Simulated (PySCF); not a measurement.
Compound: 4-(methylthio)benzyl alcohol, C₈H₁₀OS.
Atom-mapped SMILES: `[CH3:1][S:2][c:3]1[cH:4][cH:5][c:6]([CH2:7][OH:8])[cH:9][cH:10]1` (hydrogens: H11, H12, H13 on C1; H14 on C4; H15 on C5; H16, H17 on C7; H18 on O8; H19 on C9; H20 on C10)

Method: PBE0-D3(BJ)/def2-SVP geometry optimisation, gas phase in PySCF 2.14.0; density fitting, grid level 1; the optimiser is geomeTRIC in internal coordinates, started from a GFN2-xTB structure with every atom displaced at random (about 0.01 Å).

Step 0: E = -21314.6238 eV
```
atom  x, y, z in Å  |  force x, y, z in eV/Å
C1     -3.6734   -0.4936    0.8064   -1.033   0.677  -1.105
S2     -2.7883   -1.1344   -0.6244   -0.083  -0.115  -0.106
C3     -1.1695   -0.4879   -0.4342    0.958   0.237   0.246
C4     -0.2006   -0.8029   -1.4291   -3.191  -0.706   0.304
C5      1.0631   -0.3564   -1.3595    1.408   0.960   0.840
C6      1.4765    0.4432   -0.2828    0.547   0.298   0.335
C7      2.9230    0.8873   -0.1604   -0.436  -0.188   0.655
O8      3.6645    0.0923    0.7379   -0.025   0.089   0.059
C9      0.5598    0.7538    0.7321    0.077  -0.870  -1.506
C10    -0.7463    0.2938    0.6572   -0.630  -0.171  -0.232
H11    -3.6950    0.6148    0.7839    0.105  -0.250   0.093
H12    -3.2606   -0.8434    1.7339    0.251  -0.368   0.798
H13    -4.7392   -0.8213    0.6829    0.768   0.006   0.165
H14    -0.5713   -1.4107   -2.2508    0.218  -0.172  -0.336
H15     1.7610   -0.6145   -2.1328    0.535  -0.127  -0.549
H16     3.3922    0.8999   -1.1431    0.178   0.071  -0.602
H17     2.9675    1.9121    0.2468   -0.004  -0.064  -0.096
H18     3.5691   -0.8272    0.4699   -0.048  -0.015  -0.032
H19     0.8712    1.3420    1.5561    0.373   0.728   1.018
H20    -1.4548    0.5684    1.4401    0.033  -0.020   0.053
```

Problem. Estimate the geometry and energy of step 1. (The exact step hangs on the optimiser's Hessian estimate; all steps are aligned on step 0, rigid shifts and turns removed.)

Solution. E = -21314.7720 eV, largest force 0.542 eV/Å
```
atom  x, y, z in Å  |  force x, y, z in eV/Å
C1     -3.6773   -0.5180    0.8124    0.321   0.079   0.239
S2     -2.7985   -1.0911   -0.6460    0.043   0.052   0.016
C3     -1.1760   -0.4257   -0.4578   -0.217  -0.075  -0.034
C4     -0.2603   -0.7532   -1.4644    0.490   0.174   0.151
C5      1.0640   -0.3170   -1.3709   -0.266  -0.147  -0.157
C6      1.5014    0.4575   -0.2933   -0.031  -0.019   0.003
C7      2.9492    0.8377   -0.1405    0.063   0.056  -0.119
O8      3.6246    0.0479    0.8054   -0.011  -0.078   0.009
C9      0.5655    0.7914    0.6897    0.083   0.164   0.281
C10    -0.7581    0.3693    0.6168    0.073  -0.020  -0.045
H11    -3.8757    0.5662    0.7915    0.038  -0.084   0.000
H12    -3.1588   -0.7936    1.7498   -0.013   0.074  -0.199
H13    -4.6222   -1.0592    0.8003   -0.363  -0.081  -0.042
H14    -0.5727   -1.3619   -2.3122   -0.057  -0.068  -0.083
H15     1.7705   -0.5942   -2.1614   -0.028   0.031   0.033
H16     3.4427    0.8050   -1.1358   -0.044  -0.019   0.080
H17     3.0317    1.8758    0.2184   -0.008  -0.002  -0.009
H18     3.4680   -0.8762    0.5768    0.004   0.074   0.022
H19     0.8883    1.3968    1.5496   -0.072  -0.112  -0.168
H20    -1.4571    0.6579    1.4017   -0.005   0.001   0.024
```

The energy changes by -0.1481 eV. The first-order estimate −F·Δx gives -0.4097 eV and the mean of the old and new forces, exact on a quadratic surface, -0.1659 eV. The step makes an angle of 81° with the force vector and moves no atom by more than 0.290 Å.

What follows is the cost of the whole optimisation. On one thread, AMD EPYC (x86_64), shared host with 64 logical CPUs at a one-minute load of 61, this took 12 min of wall time and 0.90 GiB of memory at its peak.
